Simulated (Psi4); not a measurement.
Internal rotation in C3H10SSi, SMILES CC[SiH2]SC. Scanned: dihedral C1–C2–Si3–S4; all other coordinates were relaxed at GFN2-xTB. Points at φ and −φ are mirror images.

Geometry of the scan point at 120° (Å):
```
15

C      2.7145    -0.0007    -0.3273
C      1.4279     0.7534    -0.0098
Si    -0.1271    -0.3038    -0.2650
S     -1.1296    -0.4088     1.6295
C     -2.5779    -1.3975     1.1518
H      2.8176    -0.8750     0.3107
H      3.5824     0.6377    -0.1711
H      2.7189    -0.3324    -1.3634
H      1.4694     1.1094     1.0210
H      1.3721     1.6383    -0.6446
H     -1.0612     0.2778    -1.2317
H      0.1764    -1.6776    -0.6707
H     -2.2532    -2.3626     0.7764
H     -3.1454    -0.8677     0.3935
H     -3.1801    -1.5283     2.0443
```

Calculation: Psi4 with PBE-D3(BJ)/def2-TZVP // GFN2-xTB.

Scanned values (°): -160, -140, -120, -100, -80, -60, -40, -20, 0, 20, 40, 60, 80, 100, 120, 140, 160, 180.

Locate the minima and the barriers on this grid.

Lower than their neighbours: -60° (0.0 kJ/mol), 60° (0.0 kJ/mol), 180° (1.3 kJ/mol). Higher than their neighbours: -120° (5.9 kJ/mol), 0° (6.7 kJ/mol), 120° (5.9 kJ/mol). The whole profile spans 6.7 kJ/mol.
